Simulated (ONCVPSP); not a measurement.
Potentials for titanium (Ti) compared

Generated with ld1.x 7.5 (TM, RRKJ, ultrasoft, PAW), atompaw 4.2 or ONCVPSP 4.0.1. The cutoff is in Ry: for ld1.x and atompaw files where the sum of valence levels is converged to 10 mRy in a Bessel basis, for ONCV files where the hardest occupied wave has 1 mHa per electron of residual kinetic energy. The error is the largest all-electron minus pseudo excitation energy over each file’s own four to seven test configurations (ionisations up to +4, promotions, holes and added fractions of an electron), all of which were solved. The labels leave out finer settings (local radius, basis sizes, second energies), which also bear on the numbers. Spin-polarised tests are not counted. The rows are a selection from randomly drawn settings: files with unsolved tests, undetermined cutoffs or missed reference levels are left out.

| potential | cutoff (Ry) | largest error (meV) | bound ghosts |
| --- | --- | --- | --- |
| ONCV, Wu-Cohen, scalar-relativistic, rc 1.95/1.70/1.35 (spd), local smoothed, core correction no, reference 3s2 3p6 3d2 4s1, qcut 5.1/7.2/11.8, projectors 3/1/1 | 97 | +14 | none |
| ONCV, PBE, scalar-relativistic, rc 1.25/1.20/1.85 (spd), local smoothed, core correction yes, reference 3s2 3p6 3d1, qcut 11.2/14.4/9.2, projectors 2/3/2 | 100 | +78 | none |
| ONCV, LDA (Perdew-Wang 92), scalar-relativistic, rc 1.70/1.65/2.05 (spd), local smoothed, core correction yes, reference 3s2 3p6 3d2.5 4s1.5, qcut 7.7/9.8/6.6, projectors 2/2/2 | 44 | -53 | none |
| ONCV, PBEsol, non-relativistic, rc 1.90/1.00/2.55 (spd), local smoothed, core correction no, reference 3s2 3p6 3d2 4s2, qcut 8.2/6.9/7.5, projectors 3/2/2 | 67 | +207 | none |
| ONCV, PBE, scalar-relativistic, rc 1.60/1.65/1.20/1.30 (spdf), local smoothed, core correction yes, reference 3s2 3p6 3d1, qcut 6.1/7.5/8.7/8.7, projectors 2/2/1/3 | 111 | +26 | none |
| ONCV, PBEsol, scalar-relativistic, rc 1.90/1.50/1.50 (spd), local smoothed, core correction yes, reference 3s2 3p6 3d2 4s1, qcut 6.3/10.5/12.5, projectors 3/1/2 | 98 | +7.1 | none |
| ONCV, PBE, scalar-relativistic, rc 1.60/1.05/1.55 (spd), local smoothed, core correction no, reference 3s2 3p6 3d1, qcut 8.1/8.4/10.2, projectors 2/2/1 | 77 | +30 | none |

Task: Fill in the row for Ti: ONCV, PBE, scalar-relativistic, rc 1.90/1.35/1.40 (spd), local smoothed, core correction no, reference 3s2 3p6 3d2 4s2, qcut 7.9/10.4/12.4, projectors 2/2/2.

Result: cutoff 98 Ry, largest error +7.5 meV, bound ghosts: none.

Task: Fill in the row for Ti: ONCV, PBE, scalar-relativistic, rc 1.55/1.15/1.60 (spd), local smoothed, core correction yes, reference 3s2 3p6 3d2 4s2, qcut 7.1/6.9/8.5, projectors 2/2/2.

Result: cutoff 58 Ry, largest error +39 meV, bound ghosts: none.
